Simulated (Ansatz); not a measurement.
```xyz
5

C     0.0314   -0.0365   -1.8278
I     0.0177    0.0257    0.3662
H     0.0032   -1.0842   -2.1782
H    -0.8766    0.5444   -2.1158
H     0.9017    0.5638   -2.1775
```

Basis set: STO-3G (spherical functions). Frozen core: 19 orbitals. Charge 0, multiplicity 1.

Computed with Ansatz (development build ahead of 0.2.0); each method stands on the lowest determinant of its kind that the runs found. Restricted open shells among the atoms or ions are ROHF, correlated in semicanonical orbitals with singles.

(1) Give the atomization energy at this shape (free ground-state atoms in the same class of orbitals less the molecule, no zero-point energy) of singlet CH₃I by RHF-MP2, RHF.

Answers

(1)

```json
{"method": "RHF-MP2", "atomization energy": "1620.9 kJ/mol"}
{"method": "RHF", "atomization energy": "1466.0 kJ/mol"}
```

This basis has no polarisation functions and is too small for such energies, which can lie far from measured ones in either direction.
